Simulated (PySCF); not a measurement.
Computed Raman spectrum (relative Raman activity) of a molecule CH5AlOS. Coordinates come from a PBE0-D3(BJ)/def2-SVP optimisation. The values are those of a single conformer. Level of theory: PBE0-D3(BJ)/def2-SVP (PySCF). Frequencies are harmonic and unscaled.

```csv
ν (cm⁻¹),relative intensity
454,12
611,5.4
664,4.2
1421,8.4
1424,6.1
2715,100
3049,98
3146,68
3161,61
3992,94
```

Problem. Identify the compound among the candidates.
A) [CH3][Al]([OH])[SH]
B) C[O][AlH][SH]
C) C[S][AlH][OH]

Solution. A, [CH3][Al]([OH])[SH]
